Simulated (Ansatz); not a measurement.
Dissociation curve of Ir(F)6, F6Ir, SMILES [F][Ir]([F])([F])([F])([F])[F], quartet. The Ir1–F7 bond (Ir1 also carries F, F, F, F, F; F7 carries nothing else) is stretched with both fragments frozen at the PBE0/def2-TZVP, def2 effective core potentials past Kr optimised geometry.

Methods: UKS-PBE = unrestricted PBE/def2-TZVP, def2 effective core potentials past Kr in Ansatz (a first-principles code); UKS-PBE0 = Ansatz with unrestricted PBE0/def2-TZVP, def2 effective core potentials past Kr.

Energies relative to the lowest point of each curve near equilibrium, in kcal/mol; the last columns give the difference from UKS-PBE0:

```json
[
 {"R / Å": "1.51", "UKS-PBE": "85.9", "UKS-PBE0": "75.2", "UKS-PBE − UKS-PBE0": "10.7"},
 {"R / Å": "1.62", "UKS-PBE": "32.8", "UKS-PBE0": "25.9", "UKS-PBE − UKS-PBE0": "6.9"},
 {"R / Å": "1.72", "UKS-PBE": "9.7", "UKS-PBE0": "6.0", "UKS-PBE − UKS-PBE0": "3.7"},
 {"R / Å": "1.76", "UKS-PBE": "4.8", "UKS-PBE0": "2.3", "UKS-PBE − UKS-PBE0": "2.5"},
 {"R / Å": "1.83", "UKS-PBE": "0.5", "UKS-PBE0": "0.0", "UKS-PBE − UKS-PBE0": "0.5"},
 {"R / Å": "1.89", "UKS-PBE": "0.0", "UKS-PBE0": "1.1", "UKS-PBE − UKS-PBE0": "-1.1"},
 {"R / Å": "1.95", "UKS-PBE": "1.5", "UKS-PBE0": "4.1", "UKS-PBE − UKS-PBE0": "-2.5"},
 {"R / Å": "2.10", "UKS-PBE": "10.8", "UKS-PBE0": "16.6", "UKS-PBE − UKS-PBE0": "-5.9"},
 {"R / Å": "2.22", "UKS-PBE": "20.8", "UKS-PBE0": "29.0", "UKS-PBE − UKS-PBE0": "-8.2"},
 {"R / Å": "2.40", "UKS-PBE": "36.5", "UKS-PBE0": "48.0", "UKS-PBE − UKS-PBE0": "-11.5"},
 {"R / Å": "2.70", "UKS-PBE": "59.2", "UKS-PBE0": "70.9", "UKS-PBE − UKS-PBE0": "-11.8"},
 {"R / Å": "3.03", "UKS-PBE": "76.0", "UKS-PBE0": "79.1", "UKS-PBE − UKS-PBE0": "-3.0"},
 {"R / Å": "3.40", "UKS-PBE": "86.0", "UKS-PBE0": "81.3", "UKS-PBE − UKS-PBE0": "4.8"},
 {"R / Å": "3.87", "UKS-PBE": "91.7", "UKS-PBE0": "82.4", "UKS-PBE − UKS-PBE0": "9.3"},
 {"R / Å": "4.49", "UKS-PBE": "94.7", "UKS-PBE0": "83.0", "UKS-PBE − UKS-PBE0": "11.7"},
 {"R / Å": "5.36", "UKS-PBE": "96.4", "UKS-PBE0": "83.3", "UKS-PBE − UKS-PBE0": "13.1"}
]
```

UKS-PBE is furthest from UKS-PBE0 at 5.36 (13.1 kcal/mol, above); its mean absolute difference over the points is 6.7 kcal/mol.

The unrestricted solution behind UKS-PBE0 changes between 2.70 and 3.03 Å, which can leave a kink. The unrestricted determinant behind UKS-PBE0 is spin-contaminated at 2.70 Å (<S²> up to 4.2, against 3.75 for a pure quartet).
